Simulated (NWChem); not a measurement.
All runs are NWChem calculations. System: H₅BSi, charge 0, spin multiplicity 1, at a geometry optimised with B3LYP/def2-SVP. The structure started from a generated list of species. Level: BP86/def2-TZVP.

The NWChem input:

```
start mol
memory heap 200 mb stack 800 mb global 1000 mb
geometry units angstroms nocenter noautoz noautosym
  B     -0.731661    -1.238055     0.153541
  H     -0.348622    -2.063964     0.946277
  H     -1.749174    -1.475632    -0.449552
  Si     0.291284     0.489932    -0.072522
  H     -0.003264     1.329463     1.135972
  H     -0.087724     1.281855    -1.280945
  H      1.769111     0.259512    -0.104152
end
basis spherical
  * library def2-tzvp
end
dft
  xc becke88 perdew86
  semidirect memsize 60000000 filesize 0
  iterations 100
end
task dft energy
```

Part of the output:

```
             Northwest Computational Chemistry Package (NWChem) 7.3.0
             --------------------------------------------------------

                                NWChem Input Module
                                -------------------

 Scaling coordinates for geometry "geometry" by  1.889725989
 (inverse scale =  0.529177249)

                             Geometry "geometry" -> ""
                             -------------------------

 Output coordinates in angstroms (scale by  1.889725989 to convert to a.u.)

  No.       Tag          Charge          X              Y              Z
 ---- ---------------- ---------- -------------- -------------- --------------
    1 B                    5.0000    -0.73166100    -1.23805500     0.15354100
    2 H                    1.0000    -0.34862200    -2.06396400     0.94627700
    3 H                    1.0000    -1.74917400    -1.47563200    -0.44955200
    4 Si                  14.0000     0.29128400     0.48993200    -0.07252200
    5 H                    1.0000    -0.00326400     1.32946300     1.13597200
    6 H                    1.0000    -0.08772400     1.28185500    -1.28094500
    7 H                    1.0000     1.76911100     0.25951200    -0.10415200

 Effective nuclear repulsion energy (a.u.)      47.3030040634

            Nuclear Dipole moment (a.u.)
            ----------------------------
        X                 Y               Z
 ---------------- ---------------- ----------------
    -0.0000037795     0.0000132281    -0.0000056692


 Summary of "ao basis" -> "" (spherical)
 ------------------------------------------------------------------------------
       Tag                 Description            Shells   Functions and Types
 ---------------- ------------------------------  ------  ---------------------
 *                         def2-tzvp                  on all atoms

  perdew86 is a nonlocal functional; adding perdew81 local functional.

                                 NWChem DFT Module
                                 -----------------

 Summary of "ao basis" -> "ao basis" (spherical)
[...]
 Vector   12  Occ=2.000000D+00  E=-2.700983D-01
              MO Center= -2.6D-01, -4.4D-01,  6.8D-02, r^2= 2.7D+00
   Bfn.  Coefficient  Atom+Function         Bfn.  Coefficient  Atom+Function
  ----- ------------  ---------------      ----- ------------  ---------------
    59     -0.277778  4 Si py                 7      0.254729  1 B  py
    10      0.167344  1 B  py                58     -0.158795  4 Si px
     6      0.153705  1 B  px                62     -0.115680  4 Si py
    50      0.110892  4 Si py                39     -0.108539  3 H  s
    48      0.108295  4 Si s                 33     -0.106953  2 H  s

 Vector   13  Occ=0.000000D+00  E=-1.305472D-01
              MO Center= -5.9D-01, -1.0D+00,  1.4D-01, r^2= 2.5D+00
   Bfn.  Coefficient  Atom+Function         Bfn.  Coefficient  Atom+Function
  ----- ------------  ---------------      ----- ------------  ---------------
    11      0.280147  1 B  pz                 8      0.271419  1 B  pz
    14      0.213669  1 B  pz                 9     -0.207438  1 B  px
     6     -0.198897  1 B  px                83     -0.174948  5 H  s
    10      0.171429  1 B  py                 7      0.169939  1 B  py
    12     -0.156571  1 B  px                13      0.131006  1 B  py

 Vector   14  Occ=0.000000D+00  E= 9.867041D-03
              MO Center=  1.4D-01,  2.6D-01,  8.1D-02, r^2= 4.5D+00
   Bfn.  Coefficient  Atom+Function         Bfn.  Coefficient  Atom+Function
  ----- ------------  ---------------      ----- ------------  ---------------
    63      0.890379  4 Si pz                95     -0.887706  7 H  s
    61      0.787715  4 Si px                83     -0.711035  5 H  s
    89      0.680496  6 H  s                 48      0.597661  4 Si s
     5     -0.562631  1 B  s                 40      0.357627  3 H  s
     4      0.351533  1 B  s                 60      0.218816  4 Si pz

 Vector   15  Occ=0.000000D+00  E= 1.577376D-02
              MO Center=  2.0D-01,  4.3D-01,  6.6D-02, r^2= 5.0D+00
   Bfn.  Coefficient  Atom+Function         Bfn.  Coefficient  Atom+Function
  ----- ------------  ---------------      ----- ------------  ---------------
    48      1.285366  4 Si s                 89     -1.086956  6 H  s
    62      0.942081  4 Si py                83     -0.748246  5 H  s
     4      0.694243  1 B  s                  5     -0.628716  1 B  s
    61     -0.265048  4 Si px                63     -0.193082  4 Si pz
    59      0.190340  4 Si py                34      0.166549  2 H  s

 center of mass
 --------------
 x =  -0.01411360 y =  -0.02563984 z =  -0.00382127

 moments of inertia (a.u.)
 ------------------
         135.889328604128         -62.965889247495           5.158801318980
         -62.965889247495          68.245460844096          16.240702064999
           5.158801318980          16.240702064999         172.154100679965

     Multipole analysis of the density
     ---------------------------------

     L   x y z        total         alpha         beta         nuclear
     -   - - -        -----         -----         ----         -------
     0   0 0 0     -0.000000    -12.000000    -12.000000     24.000000

     1   1 0 0     -0.055136     -0.027566     -0.027566     -0.000004
     1   0 1 0     -0.109118     -0.054566     -0.054566      0.000013
     1   0 0 1     -0.001680     -0.000837     -0.000837     -0.000006

     2   2 0 0    -17.524126    -26.944307    -26.944307     36.364488
     2   1 1 0     -0.510617    -18.414368    -18.414368     36.318120
     2   1 0 1     -0.480767      0.610576      0.610576     -1.701918
     2   0 2 0    -17.840389    -46.308837    -46.308837     74.777286
     2   0 1 1      0.572784      5.457977      5.457977    -10.343170
     2   0 0 2    -17.101948    -16.105817    -16.105817     15.109686

 Task  times  cpu:        5.7s     wall:        5.7s

 Total times  cpu:        5.7s     wall:        5.7s
```
